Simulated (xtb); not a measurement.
H$_{6}$GeSi, charge -1, doublet, at the geometry of the source list (a state made from the parent by changing its charge; the spin is typed, not shown lowest); GFN0-xTB run with xtb.

xtb was given this input:
```
$ xtb mol.xyz --gfn 0 --chrg -1 --uhf 1 --etemp 5000 --json

# file mol.xyz
8

Si    -1.21110000     0.12330000     0.02170000
Ge     1.10560000    -0.10820000    -0.02010000
H     -1.78150000    -0.70980000     1.08100000
H     -1.58220000     1.51630000     0.26670000
H     -1.77570000    -0.29520000    -1.26210000
H      1.61100000    -1.42550000    -0.54140000
H      1.84580000     0.89320000    -0.85840000
H      1.78820000     0.00600000     1.31260000
```

Output, abridged:

```
   ID    Z sym.   atoms
    1   14 Si     1
    2   32 Ge     2
    3    1 H      3-8

           -------------------------------------------------
          |                Calculation Setup                |
           -------------------------------------------------

           -------------------------------------------------
          |                 G F N 0 - x T B                 |
           -------------------------------------------------

          ...................................................
          :                      SETUP                      :
          :.................................................:
          :  # basis functions                  32          :
          :  # atomic orbitals                  30          :
          :  # shells                           18          :
          :  # electrons                        15          :
          :  electronic temp.         5000.0000000     K    :
          :  accuracy                    1.0000000          :
          :  -> integral cutoff          0.2500000E+02      :
          :  -> integral neglect         0.1000000E-07      :
          ...................................................

         :::::::::::::::::::::::::::::::::::::::::::::::::::::
         ::                     SUMMARY                     ::
         :::::::::::::::::::::::::::::::::::::::::::::::::::::
         :: total energy              -8.642239370870 Eh    ::
         :: gradient norm              0.059400405053 Eh/a0 ::
         :: HOMO-LUMO gap              0.000952837966 eV    ::
         ::.................................................::
         :: H0 energy                 -7.543743783332 Eh    ::
         :: repulsion energy           0.069959582781 Eh    ::
         :: electrostat energy        -1.166418948894 Eh    ::
         :: -> Gsolv                   0.000000000000 Eh    ::
         ::    -> Gsasa                0.000000000000 Eh    ::
         ::    -> Gshift               0.000000000000 Eh    ::
         :: dispersion energy         -0.002036221425 Eh    ::
         :: short-range corr.          0.000000000000 Eh    ::
         :: add. restraining           0.000000000000 Eh    ::
         :: total charge              -1.000000000000 e     ::
         :::::::::::::::::::::::::::::::::::::::::::::::::::::

           -------------------------------------------------
          |                Property Printout                |
           -------------------------------------------------

    * Orbital Energies and Occupations

         #    Occupation            Energy/Eh            Energy/eV
      -------------------------------------------------------------
         1        2.0000           -0.6529072             -17.7665
         2        2.0000           -0.6148746             -16.7316
         3        2.0000           -0.5000060             -13.6059
         4        2.0000           -0.4998164             -13.6007
         5        1.9999           -0.4758000             -12.9472
         6        1.9999           -0.4757871             -12.9468
         7        1.9947           -0.4192684             -11.4089
         8        0.4165           -0.2413227              -6.5667 (HOMO)
         9        0.4159           -0.2412877              -6.5658 (LUMO)
        10        0.1421           -0.2182738              -5.9395
        11        0.0156           -0.1811638              -4.9297
        12        0.0150           -0.1804625              -4.9106
        13        0.0002           -0.1086804              -2.9573
        14        0.0002           -0.1086673              -2.9570
        15        0.0001           -0.1011436              -2.7523
        16        0.0001           -0.0974371              -2.6514
        17        0.0001           -0.0972608              -2.6466
        18        0.0000           -0.0484091              -1.3173
        19        0.0000           -0.0353381              -0.9616
       ...           ...                  ...                  ...
        30                          1.5100621              41.0909
      -------------------------------------------------------------
                  HL-Gap            0.0000350 Eh            0.0010 eV
             Fermi-level            0.0000000 Eh            0.0000 eV

     #   Z          covCN         q      C6AA      α(0)
     1  14 Si       3.693     0.317   143.867    22.174
     2  32 Ge       3.750     0.497   176.751    23.709
     3   1 H        0.918    -0.288    20.598     7.098
     4   1 H        0.919    -0.288    20.649     7.107
     5   1 H        0.918    -0.288    20.603     7.099
     6   1 H        0.937    -0.316    25.576     7.907
     7   1 H        0.938    -0.317    25.703     7.926
     8   1 H        0.938    -0.317    25.628     7.915

 Mol. C6AA /au·bohr⁶  :       2912.031864
 Mol. C8AA /au·bohr⁸  :     107901.917573
 Mol. α(0) /au        :         90.935125

Wiberg/Mayer (AO) data.
largest (>0.10) Wiberg bond orders for each atom

 ---------------------------------------------------------------------------
     #   Z sym  total        # sym  WBO       # sym  WBO       # sym  WBO
 ---------------------------------------------------------------------------
     1  14 Si   3.633 --     2 Ge   1.058     4 H    0.818     3 H    0.817
                             5 H    0.817
     2  32 Ge   3.910 --     1 Si   1.058     8 H    0.894     7 H    0.894
                             6 H    0.894
     3   1 H    0.884 --     1 Si   0.817
     4   1 H    0.884 --     1 Si   0.818
     5   1 H    0.884 --     1 Si   0.817
     6   1 H    0.955 --     2 Ge   0.894
     7   1 H    0.955 --     2 Ge   0.894
     8   1 H    0.955 --     2 Ge   0.894
 ---------------------------------------------------------------------------

Topologies differ in total number of bonds
Writing topology from bond orders to xtbtopo.mol

 dipole moment from electron density (au)
     X       Y       Z
   0.8612  -0.0797  -0.0145  total (Debye):    2.199

           -------------------------------------------------
          | TOTAL ENERGY               -8.642239370870 Eh   |
          | GRADIENT NORM               0.059400405053 Eh/α |
          | HOMO-LUMO GAP               0.000952837966 eV   |
           -------------------------------------------------

normal termination of xtb
```
